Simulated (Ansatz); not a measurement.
```xyz
5

O     0.0818    0.7293    1.7112
C     0.1805    0.1142    0.6993
Te   -0.8994    0.5954   -1.0901
H     0.8387   -0.7671    0.5797
H    -0.2015   -0.6717   -1.9001
```

Charge 0, multiplicity 1. Te: def2 effective core potential.

(1) List the PBE/def2-TZVPP orbital energies in eV (the Gaussian-basis code of Ansatz). (An estimate is asked.)

Answers

(1) The calculation gave: Occupied: -510.93, -272.03, -164.77, -115.16, -115.05, -114.89, -41.25, -41.22, -41.07, -40.97, -40.96, -27.05, -17.08, -14.48, -11.73, -10.65, -10.40, -8.84, -6.18, -5.96. Lowest empty: -2.32, -1.98, -0.63, 1.61, 2.20, 2.90, 3.09, 3.32.
